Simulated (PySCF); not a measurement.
**Ionisation energy of Eu⁴¹⁺ by level of theory**

Eu⁴¹⁺ [Ar] 3d4 [3d3/2^4, M_J = 0] → Eu⁴²⁺ [Ar] 3d3 [3d3/2^3, M_J = 3/2], as a difference of total energies. All numbers are calculated (PySCF 2.14, the two-component X2C-1e Hamiltonian, in an uncontracted even-tempered set (16 s from 8.9 bohr⁻², ratio 2.8; 12 p from 12 bohr⁻², ratio 2.8; 8 d from 12 bohr⁻², ratio 2.8; 3 f from 39 bohr⁻², ratio 3)). Correlated levels: [Ne] frozen; the 74 highest virtual spinors dropped. "Screened" scales the spin-orbit matrix elements by Boettger's factors to mimic the two-electron term; Breit and QED terms are absent.

| method | ionisation energy (eV) |
| --- | --- |
| GHF (spin-free) | 3156.8 |
| GMP2 (spin-free) | 3156.9 |
| GHF (screened spin-orbit) | 3169.3 |
| GMP2 (screened spin-orbit) | 3170.3 |

Breit and QED terms and the two-electron picture change are absent.

The spin-free rows relax to the high-spin LS determinant and lack the spin-orbit shift.

The labels give the starting determinants; with spin-orbit coupling the two ends relaxed to ⟨J²⟩ = 0.00, ⟨L²⟩ = 2.43, ⟨S²⟩ = 2.43 and ⟨J²⟩ = 3.82, ⟨L²⟩ = 8.09, ⟨S²⟩ = 2.17.

For comparison: 3168 ± 4 eV (theoretical estimate listed by NIST; NIST Atomic Spectra Database, ionization energies).
